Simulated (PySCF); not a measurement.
Compound: C5H6O2.
SMILES with atom numbers: `[CH3:1][O:2][c:3]1[cH:4][cH:5][o:6][cH:7]1`

Geometry (PBE0-D3(BJ)/def2-SVP, Å), atoms numbered from 1 in this order:
```
atom  x, y, z in Å
C1    -2.0321    0.0542   -0.0768
O2    -0.9476    0.8972   -0.3489
C3     0.2658    0.3666   -0.1417
C4     1.4849    1.0818   -0.3663
C5     2.4784    0.2077   -0.0442
O6     1.9735   -0.9705    0.3541
C7     0.6201   -0.8834    0.2978
H8    -2.0110   -0.8485   -0.7147
H9    -2.0397   -0.2636    0.9819
H10   -2.9478    0.6207   -0.2876
H11    1.5810    2.1053   -0.7189
H12    3.5624    0.2892   -0.0520
H13    0.0623   -1.7660    0.5928
```

NICS is the negative of the GIAO shielding at a point without a nucleus: at the ring centre (0) and 1 Å above and below it (1); zz is the component along the ring normal. Level: GIAO B97-2/pcSseg-2 (PySCF, non-relativistic, gas phase) on the PBE0-D3(BJ)/def2-SVP geometry, one conformer.

Ring bond lengths (Å): C3–C4 1.431, C4–C5 1.362, C5–O6 1.342, O6–C7 1.357, C7–C3 1.372.

What do the NICS probes read (ppm)?

| ring | type | NICS(0) | NICS(1), two faces | NICS(1)zz, two faces | rms pucker (Å) | centre to ring atoms, mean (Å) |
| --- | --- | --- | --- | --- | --- | --- |
| C3–C4–C5–O6–C7 | 5-membered ring with O; formal bonds all aromatic | -12.9 | -8.7 / -8.7 | -24.9 / -24.9 | 0.00 | 1.17 |

What do they say, and how far can they be read as aromaticity?

- C3–C4–C5–O6–C7: mean NICS(1)zz -24.9 ppm, shielded. The ring is flat and has no four-coordinate atom; by the NICS criterion it is aromatic.

How equal are the bonds by HOMA? HOMA takes Krygowski's 1993 parameters.

- C3–C4–C5–O6–C7: HOMA 0.40; the largest term is that of O6–C7, α(R − Ropt)² = 1.34.

How do the values depend on the level or the medium?

```
                  level  NICS(0), C3–C4–C5–O6–C7  mean NICS(1)zz, C3–C4–C5–O6–C7
    B97-2/pcSseg-2, gas                    -12.9                           -24.9
     PBE0/pcSseg-1, gas                    -13.2                           -24.6
    B3LYP/pcSseg-1, gas                    -13.0                           -24.2
     BLYP/pcSseg-1, gas                    -12.7                           -23.9
CAM-B3LYP/pcSseg-1, gas                    -12.8                           -24.3
      KT3/pcSseg-1, gas                    -13.6                           -24.2
      PBE/pcSseg-1, gas                    -12.9                           -24.2
     PBE0/IGLO-III, gas                    -12.8                           -24.9
```

The geometry is the same throughout.

Time: 2.1 min of wall time. Hardware: one thread of an Arm Neoverse V1, no GPU, shared host. This is the whole shielding run at B97-2/pcSseg-2, SCF included.
